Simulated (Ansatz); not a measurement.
`C[O][Ti]1234([F])([N](C)C)[C@@H]5[C@H]1[C@H]2[C@@]3([SiH3])[C@@H]54`. Total charge 0; spin multiplicity 1. Correlated methods include outer-core shells of Ti, which these sets cover unevenly. Scalar relativity is left out up to krypton.

Z-matrix (Å, degrees):
```
Ti
C 1 2.369
C 1 2.909 2 89.3
N 1 1.888 2 89.6 3 -25.1
C 1 2.392 2 34.4 3 -149.8
C 1 2.388 2 34.8 3 94.3
O 1 1.816 2 120.0 3 -126.6
C 1 2.420 2 56.8 3 132.5
F 1 1.792 2 127.3 3 78.4
C 1 2.932 2 82.0 3 -48.2
C 1 2.887 2 138.6 3 -109.5
C 1 2.428 2 56.7 3 172.9
H 2 1.081 1 118.1 3 27.3
H 3 1.100 1 114.4 2 3.0
H 3 1.092 1 78.8 2 108.2
H 3 1.099 1 133.1 2 -147.9
H 5 1.080 1 117.5 2 122.1
Si 6 1.857 1 121.1 2 -121.9
H 8 1.081 1 118.0 2 -159.5
H 10 1.092 1 80.0 2 -92.8
H 10 1.101 1 113.5 2 12.6
H 10 1.099 1 133.6 2 161.8
H 11 1.096 1 102.1 2 -152.0
H 11 1.097 1 88.5 2 99.9
H 11 1.095 1 137.6 2 -16.7
H 12 1.080 1 118.1 2 158.8
H 18 1.488 6 110.4 1 -164.7
H 18 1.487 6 108.7 1 76.4
H 18 1.485 6 111.4 1 -44.2
```

Question: Give the diagnostics of a CCSD(T)/def2-TZVPP run (frozen core, the Gaussian-basis code of Ansatz). (An estimate is asked.)

Answer: Computed: T1 = 0.0207, largest single amplitude 0.059, largest double 0.022, (T) share of the correlation energy 4.9 %, 15 CCSD cycles. The RHF solution is stable towards an unrestricted one. T1 lies over the customary mark of 0.02 for closed shells; compounds of d metals often pass it without a breakdown.
